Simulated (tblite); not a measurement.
Compound: C6H5O3 (doublet state).
Atom-mapped SMILES: `[CH3:1][O:2][c:3]1[c:4][cH:5][cH:6][o:7][c:8]1=[O:9]` (hydrogens: H10, H11, H12 on C1; H13 on C5; H14 on C6)

Cartesian coordinates in Å at the GFN2-xTB level; atoms count from 1:
```xyz
14
C6H5O3 angstrom
C     -2.4512    0.7765    0.0128
O     -1.3491    0.6826   -0.8678
C     -0.1598    0.1895   -0.4762
C      0.8724    0.1091   -1.3304
C      2.1397   -0.3841   -1.0246
C      2.3197   -0.8122    0.2467
O      1.3379   -0.7640    1.1569
C      0.0927   -0.2939    0.9093
O     -0.7209   -0.2936    1.8037
H     -3.2488    1.2064   -0.5924
H     -2.2390    1.4302    0.8602
H     -2.7580   -0.2022    0.3848
H      2.9299   -0.4235   -1.7537
H      3.2337   -1.2212    0.6486
```

All values are computed: GFN2-xTB (tblite) harmonic vibrations without scaling, gas phase. Against measured fundamentals such values can be off by several per cent, at times by over 20. One conformer, not necessarily the lowest. Open shells enter through the occupations alone, without spin polarisation, and single modes of such species can be off by tens of per cent.

Harmonic wavenumbers (cm⁻¹): 29.3, 97.1, 200.8, 246.5, 254.1, 366.1, 436.1, 441.3, 495.6, 525.3, 582.8, 666.7, 718.6, 726.8, 833.8, 840.7, 1001.3, 1031.0, 1068.3, 1110.0, 1127.3, 1176.0, 1189.1, 1238.8, 1343.0, 1402.1, 1455.5, 1464.2, 1499.2, 1595.7, 1729.0, 2983.7, 2993.5, 3018.9, 3080.9, 3120.2.

A = 3416, B = 1498, C = 1048 MHz; mass 125.024 u (most abundant isotopes); point group Cs, symmetry number 1; spin multiplicity 2.

Zero-point energy?

½Σν̃ = 21045 cm⁻¹ = 251.75 kJ/mol.

Give the ideal-gas entropy at 298.15 K and 1 bar in the rigid-rotor, harmonic-oscillator model (classical rotation).

Translation 169.07, rotation 119.18, vibration 89.21, spin (R ln 2) 5.76: S = 383.2 J/(mol K).

And Cp and H(298.15 K) − H(0)?

Cp = 131.68 J/(mol K), of which vibrations give 98.42 (their classical limit is 36 R = 299.3); H(298.15 K) − H(0) = 23.96 kJ/mol without the zero-point energy, 14.04 from vibrations.

What must be added to the electronic energy to get the Gibbs energy at 298.15 K and 1 bar?

ZPE + [H(298.15 K) − H(0)] − T·S = 251.75 + 23.96 − 114.26 = 161.45 kJ/mol.

How do the functions run with temperature in this model?

```json
{"T (K)": "100", "S (J/(mol K))": "284.1", "Cp (J/(mol K))": "62.3", "H − H(0) (kJ/mol)": "4.74", "G − H(0) (kJ/mol)": "-23.67", "ln q(vib)": "1.47"}
{"T (K)": "200", "S (J/(mol K))": "337.9", "Cp (J/(mol K))": "97.4", "H − H(0) (kJ/mol)": "12.71", "G − H(0) (kJ/mol)": "-54.88", "ln q(vib)": "3.23"}
{"T (K)": "300", "S (J/(mol K))": "384.0", "Cp (J/(mol K))": "132.3", "H − H(0) (kJ/mol)": "24.20", "G − H(0) (kJ/mol)": "-91.01", "ln q(vib)": "5.10"}
{"T (K)": "500", "S (J/(mol K))": "466.1", "Cp (J/(mol K))": "190.6", "H − H(0) (kJ/mol)": "56.84", "G − H(0) (kJ/mol)": "-176.23", "ln q(vib)": "8.96"}
{"T (K)": "800", "S (J/(mol K))": "568.4", "Cp (J/(mol K))": "243.2", "H − H(0) (kJ/mol)": "122.74", "G − H(0) (kJ/mol)": "-331.99", "ln q(vib)": "14.60"}
{"T (K)": "1000", "S (J/(mol K))": "625.1", "Cp (J/(mol K))": "264.4", "H − H(0) (kJ/mol)": "173.62", "G − H(0) (kJ/mol)": "-451.47", "ln q(vib)": "18.10"}
```

q(vib) and H(0) count from the zero-point level.

Hindered rotation and anharmonicity are outside this model. Other conformers, if any are populated, would add a mixing term that is left out.

The run took 0.43 s of wall time on one thread, Arm Neoverse V1 (aarch64), shared host with 32 logical CPUs at a one-minute load of 16. This covers the Hessian and the dipole derivatives.
